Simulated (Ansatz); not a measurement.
Born–Oppenheimer molecular dynamics of H₁₀O₃Si₄ (17 atoms, charge 0, multiplicity 1). It goes on from the last frame of an earlier run, with new velocities.

The calculation used RKS BLYP/6-31G in Ansatz.

| Quantity | Value |
| --- | --- |
| ensemble | NVT, Nosé–Hoover chain |
| time step | 1 fs |
| steps asked | 150 |
| set temperature | 300 K |
| thermostat | time constant 100 fs, chain length 3 (defaults) |
| seed | 172670 |

First frame:

```xyz
17
Properties=species:S:1:pos:R:3
Si -0.194 -0.144 0.623
H 0.210 0.497 1.889
O 1.050 -0.123 -0.488
Si 2.276 -1.004 -1.347
H 1.684 -2.060 -2.281
H 3.064 -0.049 -2.161
H 3.228 -1.711 -0.394
O -1.519 0.678 -0.103
Si -1.980 1.690 -1.402
H -3.437 2.041 -1.181
H -1.151 2.942 -1.409
H -1.830 0.982 -2.732
O -0.648 -1.747 0.837
Si -1.735 -3.067 1.044
H -2.045 -3.203 2.521
H -3.025 -2.825 0.249
H -1.000 -4.308 0.549
```

Problem. How far do the bonds stretch over the last three quarters of this one trajectory? (Pairs bonded in most of those frames.)

Solution. 
| bond | mean (Å) | spread (Å) | shortest | longest |
| --- | --- | --- | --- | --- |
| Si1–H2 | 1.502 | 0.036 | 1.44 | 1.56 |
| Si1–O3 | 1.713 | 0.031 | 1.65 | 1.76 |
| Si1–O8 | 1.703 | 0.022 | 1.66 | 1.75 |
| Si1–O13 | 1.697 | 0.023 | 1.66 | 1.74 |
| O3–Si4 | 1.735 | 0.031 | 1.67 | 1.78 |
| Si4–H5 | 1.517 | 0.010 | 1.50 | 1.54 |
| Si4–H6 | 1.517 | 0.034 | 1.46 | 1.59 |
| Si4–H7 | 1.525 | 0.061 | 1.43 | 1.62 |
| O8–Si9 | 1.740 | 0.025 | 1.70 | 1.80 |
| Si9–H10 | 1.511 | 0.021 | 1.48 | 1.54 |
| Si9–H11 | 1.517 | 0.029 | 1.47 | 1.56 |
| Si9–H12 | 1.513 | 0.013 | 1.49 | 1.53 |
| O13–Si14 | 1.732 | 0.031 | 1.66 | 1.77 |
| Si14–H15 | 1.516 | 0.008 | 1.50 | 1.53 |
| Si14–H16 | 1.517 | 0.015 | 1.48 | 1.54 |
| Si14–H17 | 1.519 | 0.008 | 1.50 | 1.53 |

Mean temperature of the second half: 256 K. The conserved energy stayed within 0.28 meV per atom of its start (net change 0.25 meV per atom), so the integration is sound. The mean temperature of the second half is 15 % below the set value. A run of 0.15 ps of so small a system gives no equilibrium averages. Limits of this set-up: no polarisation functions.

The run took 7 min on 2 threads of Arm Neoverse V2, on a shared host, peak memory 0.17 GiB.
